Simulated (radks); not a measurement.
Q: Species: the selenium ion Se3+. Configuration: [Ar] 3d10 4s2 4p1. All-electron calculation, Dirac Kohn-Sham, XLYP, spin-unpolarised, spherical densities, finite nucleus; open shells are shared between the two j in proportion to 2j + 1; Fermi nuclear charge, rms radius 4.14 fm. Program: a radial shooting solver on a logarithmic mesh with Libxc functionals.

Spin-orbit splittings of the eigenvalues, e(l+1/2) - e(l-1/2), with zeta = 2 splitting/(2l+1) and mean radii in bohr:

shell  occ.  splitting (eV)  zeta (eV)  <r> j=l-1/2  <r> j=l+1/2
2p        6           41.81      27.88       0.1685       0.1723
3p        6           5.893      3.929       0.5819       0.5924
3d       10          0.9020     0.3608       0.6242       0.6284
4p        1               ?          ?        1.871        1.898

Estimate the 4p splitting.

A: 0.5946 eV (zeta = 0.3964 eV).
